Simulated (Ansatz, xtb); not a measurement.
# Relative energy of two isomers of CH4BFSi

Structure X: `FB=C[SiH3]`, a singlet. Structure Y: `B=C[SiH2]F`, a singlet. Both are isolated molecules in the gas phase, relaxed with PBE0-D3(BJ)/pcseg-1, each in the lowest conformer that the search found.

Energies in hartree; the thermal terms are from PBE0-D3(BJ)/pcseg-1 harmonic frequencies (ideal gas, rigid rotor, one conformer each, 298.15 K, 1 atm) and include the zero-point energy:

|  | X | Y |
| --- | --- | --- |
| E, CCSD(T)/def2-TZVP | −454.006604 | −454.017579 |
| zero-point energy | 0.046095 | 0.046620 |
| H(298 K) − E | 0.052676 | 0.053236 |
| G(298 K) − E | 0.017224 | 0.017966 |

Q: Work out ΔE, ΔE₀, ΔH and ΔG for X → Y in kJ/mol (1 Eh = 2625.50 kJ/mol) and the equilibrium ratio [Y]/[X].

A: 1. ΔE = −454.017579 − (−454.006604) = −0.010975 Eh = −28.81 kJ/mol.
2. ΔE₀ = ΔE + ΔZPE = −0.010975 + (+0.000525) Eh = −27.44 kJ/mol.
3. ΔH = ΔE + (+0.000560) Eh = −27.34 kJ/mol.
4. ΔG = ΔE + (+0.000742) Eh = −26.87 kJ/mol, so ΔS = (ΔH − ΔG)/T = −1.6 J/(mol K).
5. kT = 0.9442 mEh, so K = [Y]/[X] = exp(−ΔG/kT) = exp(+10.84) ≈ 5.1 × 10^4.

Structure Y is favoured at this temperature. An error of 4 kJ/mol in ΔG would change K by a factor of 5. HF/STO-3G, r2SCAN-D4/def2-SVP gave ΔE the other sign. Mirror images and further conformers aren't counted.

As drawn, Y has 1 F–Si, 1 B–H in place of 1 B–F, 1 Si–H.

Other levels gave ΔE = −45.2 (GFN2-xTB); +127.3 (HF/STO-3G, GFN2-xTB geometries); +18.5 (r2SCAN-D4/def2-SVP, GFN2-xTB geometries); −2.2 (PBE0-D3(BJ)/pcseg-1); −25.7 (HF/def2-TZVP); −30.8 (MP2/def2-TZVP) kJ/mol. The correlated steps freeze 8 core orbitals. Programs: Ansatz 0.2.0, xtb 6.7.1.
